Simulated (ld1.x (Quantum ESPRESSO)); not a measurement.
Reading a pseudo-wave (silicon (Si))

Columns: radius, all-electron u(r) and pseudo u(r) of the 3s shell (level -11.16 eV) of silicon in the configuration [Ne] 3s1.5 3p2.5; revPBE, scalar-relativistic, TM scheme, ld1.x (Quantum ESPRESSO) 7.5.

```json
{"r (bohr)": "0.130", "all-electron": "0.0500", "pseudo": "0.0316"}
{"r (bohr)": "0.260", "all-electron": "-0.2488", "pseudo": "0.0657"}
{"r (bohr)": "0.390", "all-electron": "-0.3377", "pseudo": "0.1049"}
{"r (bohr)": "0.520", "all-electron": "-0.2573", "pseudo": "0.1518"}
{"r (bohr)": "0.650", "all-electron": "-0.0961", "pseudo": "0.2091"}
{"r (bohr)": "0.780", "all-electron": "0.0866", "pseudo": "0.2785"}
{"r (bohr)": "0.910", "all-electron": "0.2586", "pseudo": "0.3593"}
{"r (bohr)": "1.040", "all-electron": "0.4057", "pseudo": "0.4476"}
{"r (bohr)": "1.170", "all-electron": "0.5231", "pseudo": "0.5359"}
{"r (bohr)": "1.300", "all-electron": "0.6121", "pseudo": "0.6146"}
{"r (bohr)": "1.430", "all-electron": "0.6756", "pseudo": "0.6758"}
{"r (bohr)": "1.560", "all-electron": "0.7161", "pseudo": "0.7161"}
{"r (bohr)": "1.690", "all-electron": "0.7366", "pseudo": "0.7366"}
{"r (bohr)": "1.820", "all-electron": "0.7406", "pseudo": "0.7406"}
{"r (bohr)": "1.950", "all-electron": "0.7314", "pseudo": "0.7314"}
{"r (bohr)": "2.080", "all-electron": "0.7121", "pseudo": "0.7121"}
{"r (bohr)": "2.210", "all-electron": "0.6852", "pseudo": "0.6852"}
{"r (bohr)": "2.340", "all-electron": "0.6529", "pseudo": "0.6529"}
{"r (bohr)": "2.470", "all-electron": "0.6172", "pseudo": "0.6172"}
{"r (bohr)": "2.600", "all-electron": "0.5794", "pseudo": "0.5794"}
{"r (bohr)": "2.730", "all-electron": "0.5407", "pseudo": "0.5407"}
{"r (bohr)": "2.860", "all-electron": "0.5021", "pseudo": "0.5021"}
{"r (bohr)": "2.990", "all-electron": "0.4641", "pseudo": "0.4641"}
{"r (bohr)": "3.120", "all-electron": "0.4274", "pseudo": "0.4274"}
{"r (bohr)": "3.250", "all-electron": "0.3923", "pseudo": "0.3923"}
{"r (bohr)": "3.380", "all-electron": "0.3590", "pseudo": "0.3590"}
```

Problem. How many radial nodes do the two functions have?

Solution. The all-electron 3s function has n − l − 1 = 2; the pseudo-wave has 0, since the states of the same l below it are removed with the core.

Problem. At about which radius was the pseudo-wave matched?

Solution. 1.70 bohr. The columns agree to 0.0005 from 1.43 bohr on; several derivatives are matched, so the curves merge somewhat inside the radius.

Problem. Is the pseudo-wave norm-conserving?

Solution. Yes: the TM scheme keeps the norm inside the radius equal to the all-electron one, which fixes the energy derivative of the logarithmic derivative at the level.
